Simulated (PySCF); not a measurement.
Compound: C8H7BrO2.
Bonds: C1–O2, O2–C3, C3–O4 (double), C3–C5, C5–C6 (aromatic), C6–C7 (aromatic), C7–C8 (aromatic), C8–Br9, C8–C10 (aromatic), C10–C11 (aromatic), C5–C11 (aromatic). Hydrogens: H12, H13, H14 on C1; H15 on C6; H16 on C7; H17 on C10; H18 on C11.

Computed by this run: PySCF, PBE0-D3(BJ)/def2-SVP geometry optimisation, gas phase; density fitting, grid level 1; the optimiser is geomeTRIC in internal coordinates, started from a GFN2-xTB structure with every atom displaced at random (about 0.01 Å).

Step 6: E = -82511.3958 eV
```
atom  x, y, z in Å  |  force x, y, z in eV/Å
C1      3.4358   -0.5011    0.1010    0.002   0.017   0.009
O2      2.0589   -0.3646    0.4014   -0.019  -0.028  -0.015
C3      1.2715   -0.0080   -0.6199    0.024  -0.035  -0.013
O4      1.6882    0.2045   -1.7310   -0.013   0.046   0.001
C5     -0.1587    0.0861   -0.2274   -0.022   0.008   0.024
C6     -1.0725    0.5518   -1.1776    0.009  -0.010  -0.034
C7     -2.4229    0.6598   -0.8678    0.011  -0.007   0.007
C8     -2.8569    0.2907    0.4062    0.002  -0.004   0.008
Br9    -4.6849    0.4294    0.8407    0.003   0.000  -0.007
C10    -1.9599   -0.1801    1.3656    0.008  -0.006   0.006
C11    -0.6101   -0.2793    1.0448   -0.004   0.027   0.015
H12     3.8762    0.4722   -0.1629   -0.006  -0.002  -0.008
H13     3.5867   -1.1885   -0.7438    0.000  -0.006  -0.001
H14     3.9112   -0.8959    1.0061    0.003   0.001   0.005
H15    -0.7000    0.8255   -2.1668    0.002   0.005  -0.003
H16    -3.1387    1.0256   -1.6055    0.003  -0.001  -0.002
H17    -2.3193   -0.4654    2.3554   -0.001  -0.001   0.005
H18     0.1054   -0.6412    1.7841   -0.001  -0.004   0.003
```

Step 7: E = -82511.3972 eV
```
atom  x, y, z in Å  |  force x, y, z in eV/Å
C1      3.4314   -0.5212    0.0925    0.010   0.025   0.004
O2      2.0513   -0.4120    0.3876   -0.015  -0.051  -0.060
C3      1.2711    0.0099   -0.6150    0.082   0.112   0.065
O4      1.6954    0.3079   -1.7039   -0.020  -0.062   0.041
C5     -0.1593    0.0891   -0.2226    0.002  -0.005  -0.044
C6     -1.0693    0.5386   -1.1844   -0.054  -0.045   0.107
C7     -2.4196    0.6373   -0.8721   -0.036   0.028  -0.070
C8     -2.8547    0.2858    0.4065   -0.012  -0.001   0.008
Br9    -4.6856    0.4260    0.8285   -0.001  -0.007   0.005
C10    -1.9596   -0.1655    1.3771    0.011   0.020  -0.068
C11    -0.6103   -0.2617    1.0546    0.040  -0.010   0.005
H12     3.8622    0.4658   -0.1338   -0.006  -0.005  -0.010
H13     3.5956   -1.1770   -0.7747    0.006  -0.005  -0.006
H14     3.9064   -0.9431    0.9855   -0.002  -0.003   0.006
H15    -0.6962    0.8045   -2.1757   -0.003   0.003   0.013
H16    -3.1380    0.9850   -1.6160   -0.010   0.006   0.003
H17    -2.3183   -0.4368    2.3709    0.001   0.001   0.002
H18     0.1073   -0.6112    1.7978    0.008  -0.002   0.000
```

Q: Estimate the geometry and energy of step 8. (The exact step hangs on the optimiser's Hessian estimate; all steps are aligned on step 7, rigid shifts and turns removed.)

A: E = -82511.3973 eV, largest force 0.095 eV/Å
```
atom  x, y, z in Å  |  force x, y, z in eV/Å
C1      3.4319   -0.5387    0.0856    0.013   0.015   0.001
O2      2.0507   -0.4413    0.3794   -0.035  -0.018  -0.027
C3      1.2759    0.0298   -0.6050    0.044   0.077   0.004
O4      1.7049    0.3675   -1.6801   -0.009  -0.050   0.016
C5     -0.1566    0.0985   -0.2166   -0.029  -0.001   0.013
C6     -1.0752    0.5320   -1.1781    0.043   0.015  -0.080
C7     -2.4295    0.6252   -0.8820    0.065  -0.028   0.063
C8     -2.8586    0.2814    0.4006   -0.010   0.001   0.003
Br9    -4.6898    0.4068    0.8260    0.003  -0.008   0.009
C10    -1.9562   -0.1515    1.3730   -0.031  -0.021   0.076
C11    -0.6036   -0.2444    1.0636   -0.045   0.011  -0.074
H12     3.8602    0.4545   -0.1162   -0.004  -0.002  -0.008
H13     3.6007   -1.1732   -0.7966    0.002  -0.001  -0.003
H14     3.9056   -0.9813    0.9695   -0.006   0.000   0.000
H15    -0.7001    0.7943   -2.1693    0.006   0.006  -0.008
H16    -3.1477    0.9594   -1.6324    0.011   0.002   0.006
H17    -2.3157   -0.4144    2.3689   -0.009  -0.001   0.008
H18     0.1136   -0.5830    1.8125   -0.010   0.004   0.000
```

The energy changes by 0.0000 eV. The first-order estimate −F·Δx gives -0.0045 eV and the mean of the old and new forces, exact on a quadratic surface, -0.0003 eV. The step makes an angle of 81° with the force vector and moves no atom by more than 0.065 Å.

What follows is the cost of the whole optimisation. Time: 6.2 min of wall time; peak memory 1.3 GiB. Hardware: one thread of an Arm Neoverse V1, no GPU, shared host.
